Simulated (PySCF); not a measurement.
Isomers of C6H8O2, one GFN2-xTB conformer each. Single-point energies are computed at PBE0/def2-SVPD (PySCF, gas phase, no added dispersion term), electronic only.

| SMILES | GFN2-xTB relative energy (kcal/mol) |
| --- | --- |
| CCC1=COC=CO1 | 22.3 |
| O=C1CCC(=O)CC1 | 0.0 |

Conformers: `[CH3:1][CH2:2][C:3]1=[CH:4][O:5][CH:6]=[CH:7][O:8]1` with C1–C2–C3–C4 106°; `[O:1]=[C:2]1[CH2:3][CH2:4][C:5](=[O:6])[CH2:7][CH2:8]1` with O1–C2–C3–C4 -152°, C2–C3–C4–C5 -58°, C3–C4–C5–O6 -151°, C4–C5–C7–C8 27°.

Task: What does PBE0/def2-SVPD give for the same structures?

Result: 
```json
{"SMILES": "O=C1CCC(=O)CC1", "PBE0/def2-SVPD E (Eh)": "-383.21183", "PBE0/def2-SVPD (kcal/mol)": "0.0", "GFN2-xTB (kcal/mol)": "0.0", "point group": "D2"}
{"SMILES": "CCC1=COC=CO1", "PBE0/def2-SVPD E (Eh)": "-383.13817", "PBE0/def2-SVPD (kcal/mol)": "46.2", "GFN2-xTB (kcal/mol)": "22.3", "point group": "C1"}
```

Both levels put the same isomer lowest. As drawn, the lower has a C=O bond, which the higher lacks; the higher has a C=C bond outside aromatic rings, which the lower lacks.

Task: Which frontier levels, dipoles and rotational constants go with these structures?

Result: 
```json
{"SMILES": "O=C1CCC(=O)CC1", "HOMO (eV, PBE0/def2-SVPD)": "-7.49", "LUMO (eV)": "-0.92", "dipole (D)": "0.04", "A, B, C (MHz)": "4614, 1520, 1220"}
{"SMILES": "CCC1=COC=CO1", "HOMO (eV, PBE0/def2-SVPD)": "-5.51", "LUMO (eV)": "-0.04", "dipole (D)": "0.60", "A, B, C (MHz)": "4528, 1537, 1256"}
```
